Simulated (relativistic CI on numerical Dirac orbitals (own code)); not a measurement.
# V²⁺ in a cubic cluster: 2p photoemission with charge transfer

Computed with a charge-transfer multiplet model of a cubic metal-ligand cluster with up to one ligand hole, Slater and spin-orbit integrals from Dirac-Coulomb-Breit ions, Slater integrals scaled by 0.9. The ground state mixes d3 with configurations of k ligand holes L, whose averages lie at kΔ + k(k − 1)U_dd/2; a core hole lowers each added d electron by U_cd. 20 K, Lorentzian 0.6 eV and Gaussian 0.8 eV FWHM.

Atomic integrals in eV (Slater integrals scaled, ζ unscaled), ground: F2dd 8.026, F4dd 4.988, zeta_d 0.019; with the core hole: F2dd 9.811, F4dd 6.151, zeta_d 0.036, zeta_core 4.610, F2cd 5.486, G1cd 4.039, G3cd 2.292.

Cluster parameters (eV): Δ = 7.3, U_dd = 4.6, 10Dq = 1, 10Dq(ligand) = 1.1, V(eg) = 1.2, V(t2g) = -0.62, final-state hopping factor = 0.9.

```json
{"Case": "U_cd = 4.5 eV", "n_d": "3.10", "d3": "0.90", "d4L": "0.10", "S": "1.50"}
{"Case": "U_cd = 5.1 eV", "n_d": "3.10", "d3": "0.90", "d4L": "0.10", "S": "1.50"}
{"Case": "U_cd = 5.7 eV", "n_d": "3.10", "d3": "0.90", "d4L": "0.10", "S": "1.50"}
```

Weights, n_d and S are thermal averages at 20 K. Binding energies count from the first peak over 30 % of the highest in each spectrum, which can be another peak from case to case. The parameters are a model scan and need not match a compound or its usual spin state. Peaks in eV (height, largest 100):
- U_cd = 4.5 eV: 0.0 (100), 4.5 (20), 8.4 (55)
- U_cd = 5.1 eV: 0.0 (100), 4.5 (23), 8.5 (58)
- U_cd = 5.7 eV: 0.0 (100), 4.3 (27), 8.5 (60)

Curve for U_cd = 5.7 eV (points under 2 left out, the grid thinned):

```json
{"E (eV)": "-3.5", "Intensity": "2.1"}
{"E (eV)": "-3.1", "Intensity": "2.6"}
{"E (eV)": "-2.6", "Intensity": "3.6"}
{"E (eV)": "-2.2", "Intensity": "4.9"}
{"E (eV)": "-1.7", "Intensity": "8.2"}
{"E (eV)": "-1.3", "Intensity": "15.0"}
{"E (eV)": "-0.9", "Intensity": "34.0"}
{"E (eV)": "-0.4", "Intensity": "82.3"}
{"E (eV)": "0.0", "Intensity": "100.0"}
{"E (eV)": "0.5", "Intensity": "90.0"}
{"E (eV)": "0.9", "Intensity": "85.5"}
{"E (eV)": "1.3", "Intensity": "77.1"}
{"E (eV)": "1.8", "Intensity": "57.5"}
{"E (eV)": "2.2", "Intensity": "41.3"}
{"E (eV)": "2.7", "Intensity": "32.4"}
{"E (eV)": "3.1", "Intensity": "29.5"}
{"E (eV)": "3.6", "Intensity": "27.3"}
{"E (eV)": "4.0", "Intensity": "26.9"}
{"E (eV)": "4.4", "Intensity": "27.1"}
{"E (eV)": "4.9", "Intensity": "24.8"}
{"E (eV)": "5.3", "Intensity": "22.1"}
{"E (eV)": "5.8", "Intensity": "21.1"}
{"E (eV)": "6.2", "Intensity": "21.0"}
{"E (eV)": "6.6", "Intensity": "21.2"}
{"E (eV)": "7.1", "Intensity": "23.9"}
{"E (eV)": "7.5", "Intensity": "30.6"}
{"E (eV)": "8.0", "Intensity": "48.3"}
{"E (eV)": "8.4", "Intensity": "59.9"}
{"E (eV)": "8.8", "Intensity": "53.7"}
{"E (eV)": "9.3", "Intensity": "33.3"}
{"E (eV)": "9.7", "Intensity": "23.1"}
{"E (eV)": "10.2", "Intensity": "17.1"}
{"E (eV)": "10.6", "Intensity": "15.7"}
{"E (eV)": "11.1", "Intensity": "15.3"}
{"E (eV)": "11.5", "Intensity": "14.1"}
{"E (eV)": "11.9", "Intensity": "12.5"}
{"E (eV)": "12.4", "Intensity": "10.6"}
{"E (eV)": "12.8", "Intensity": "9.2"}
{"E (eV)": "13.3", "Intensity": "7.4"}
{"E (eV)": "13.7", "Intensity": "6.3"}
{"E (eV)": "14.1", "Intensity": "5.4"}
{"E (eV)": "14.6", "Intensity": "4.2"}
{"E (eV)": "15.0", "Intensity": "3.2"}
{"E (eV)": "15.5", "Intensity": "2.4"}
{"E (eV)": "15.9", "Intensity": "2.0"}
```

For the case U_cd = 5.7 eV, Δ = 7.3 eV is larger than U_dd = 4.6 eV, the Mott-Hubbard side of the Zaanen-Sawatzky-Allen scheme. With the core hole the configuration with one ligand hole lies at Δ − U_cd = 2.8, 2.2, 1.6 eV from the one without, in the order of the table; where this is negative the screened configuration lies lower, though the effective hopping of about 2.3 eV (from the holes of the mixed ground state) mixes the two strongly wherever it is as large as the gap.
